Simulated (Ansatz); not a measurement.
Consider the ligand exchange at a Ge–N bond: `[F][Ge][N]([SiH3])[SiH3]` + H₂S → `[F][Ge][SH]` + `[SiH3]N[SiH3]`.

Program: Ansatz. Geometries: PBE0-D4/def2-TZVP. ΔE: electronic, gas phase. CCSD(T)/CBS is the MP2 limit (def2-TZVPP, def2-QZVPP) plus CCSD(T) − MP2 in def2-TZVPP, frozen cores. This one scheme is used for every species. Functionals use def2-TZVPP. HSE06 is defined as in plane-wave codes. For Ge outer-core shells are correlated without core-valence functions, which leaves a few kJ/mol of doubt a bond. Scalar relativity is left out up to krypton. One conformer a species, not always the lowest.

`[F][Ge][N]([SiH3])[SiH3]`:

```xyz
11

F    -0.745   -2.580   -1.115
Ge    0.038   -1.214   -1.930
N     0.059   -0.147   -0.430
Si    0.738    1.452   -0.528
Si   -0.595   -0.721    1.094
H     1.202    1.645   -1.930
H    -0.274    2.490   -0.201
H     1.891    1.609    0.395
H    -2.044   -1.015    0.989
H    -0.406    0.391    2.068
H     0.136   -1.911    1.588
```

H₂S:

```xyz
3

S     0.175   -0.493   -0.331
H     0.657    0.107    0.767
H    -0.832    0.386   -0.435
```

`[F][Ge][SH]`:

Cartesian coordinates in Å:
```
F -1.668 -1.202 -0.228
Ge -0.376 -0.285 -0.988
S 0.541 0.402 0.931
H 1.503 1.085 0.286
```

`[SiH3]N[SiH3]`:

```xyz
10

Si   -0.883    1.287    0.023
N     0.473    0.265    0.327
Si    0.714   -1.382   -0.131
H    -1.971    0.433   -0.514
H    -0.579    2.362   -0.964
H    -1.336    1.955    1.273
H     1.257    0.707    0.787
H    -0.579   -1.892   -0.649
H     1.149   -2.199    1.035
H     1.754   -1.536   -1.187
```

Is it downhill or uphill in electronic energy at CCSD(T)/CBS, and by how much? (Estimate.)

Ansatz gave: Downhill: ΔE = -7.2 kJ/mol.

What do these levels give: r2SCANh-D4, HSE06-D4, ωB97X-V, ωB97M-V, revPBE, PBE0, BHLYP, LC-ωPBE, MP2/def2-SVP, CCSD(T)/def2-SVP, MP2/def2-TZVPP, CCSD/CBS(def2)? (An estimate is asked.)

The calculation gave: r2SCANh-D4 -17.2, HSE06-D4 -19.2, ωB97X-V -10.7, ωB97M-V -11.3, revPBE -32.1, PBE0 -25.0, BHLYP -22.9, LC-ωPBE -15.6, MP2/def2-SVP 7.6, CCSD(T)/def2-SVP 6.1, MP2/def2-TZVPP -1.8, CCSD/CBS(def2) -9.3 kJ/mol.

Largest T1 diagnostic among the species: 0.015.

The D4 term adds +11.6 kJ/mol with B3LYP and +6.3 kJ/mol with PBE0; it sums over pairs of atoms, weighted by their polarisabilities, and B3LYP, whose exchange is more repulsive, gets the larger term. At CCSD(T), def2-SVP lies +13.2 kJ/mol from the extrapolated value and def2-TZVPP +3.9 kJ/mol. Leaving LDA and LC-ωPBE aside and taking each functional with its dispersion term where it has one, the values, not all of them listed here, spread over 9.2 kJ/mol, from PBE-D4 to ωB97X-V. LDA lies +11.2 kJ/mol from PBE without D4.

B3LYP here is the variant with VWN-RPA as its local correlation; programs differ in this.
